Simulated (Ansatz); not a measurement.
Two isomers of C2H6GeTe: A = `C=C[Te][GeH3]`, B = `C=[C]([GeH3])[TeH]`.

Gas-phase electronic energies from Ansatz, PBE0-D4/def2-TZVP geometries. CCSD(T)/CBS is the MP2 limit (def2-TZVPP, def2-QZVPP) plus CCSD(T) − MP2 in def2-TZVPP, frozen cores. Functionals use def2-TZVPP. B3LYP here is the variant with VWN-RPA as its local correlation; programs differ in this. Elements past krypton have def2 core potentials. For Ge, Te outer-core shells are correlated without core-valence functions, which leaves a few kJ/mol of doubt a bond. Scalar relativity is left out up to krypton. Each species was taken in one conformer, which may not be the lowest.

A:

Z-matrix (Å, degrees):
```
Ge
Te 1 2.554
H 1 1.535 2 107.2
H 1 1.538 2 108.7 3 -119.2
H 1 1.537 2 111.3 3 120.3
C 2 2.103 1 93.6 3 167.2
C 6 1.324 2 123.3 1 135.2
H 6 1.086 2 115.3 1 -48.9
H 7 1.085 6 122.4 2 -4.5
H 7 1.086 6 120.6 2 175.4
```

B:

Z-matrix (Å, degrees):
```
Ge
C 1 1.945
H 1 1.536 2 109.9
H 1 1.539 2 108.4 3 -120.8
H 1 1.538 2 109.2 3 119.3
Te 2 2.106 1 118.0 3 -61.1
C 2 1.330 1 121.9 3 114.7
H 6 1.659 2 93.6 1 -30.3
H 7 1.087 2 123.2 1 180.0
H 7 1.087 2 120.8 1 0.1
```

(1) Which isomer does CCSD(T)/CBS put lower? Give the gap. (Estimate.)

(2) Give E(B) − E(A) in kcal/mol with HF/def2-TZVPP, B3LYP-D4, CCSD/def2-TZVPP, B2PLYP, ωB97M-V, r2SCAN-D4, MP2/def2-TZVPP. (Estimate.)

Largest T1 diagnostic: 0.012.

Results:

(1) The calculation gave: A, by 16.2 kcal/mol.

(2) The calculation gave: HF/def2-TZVPP 19.0, B3LYP-D4 17.4, CCSD/def2-TZVPP 15.4, B2PLYP 17.2, ωB97M-V 16.8, r2SCAN-D4 17.3, MP2/def2-TZVPP 15.5. None reverses the order clearly.

The D4 term adds −0.9 kcal/mol with B3LYP and −0.4 kcal/mol with PBE0; it sums over pairs of atoms, weighted by their polarisabilities, and B3LYP, whose exchange is more repulsive, gets the larger term. In def2-TZVPP, CCSD(T) changes the Hartree–Fock value by −4.0 kcal/mol (the triples alone add −0.5 kcal/mol) and MP2 by −3.4 kcal/mol.
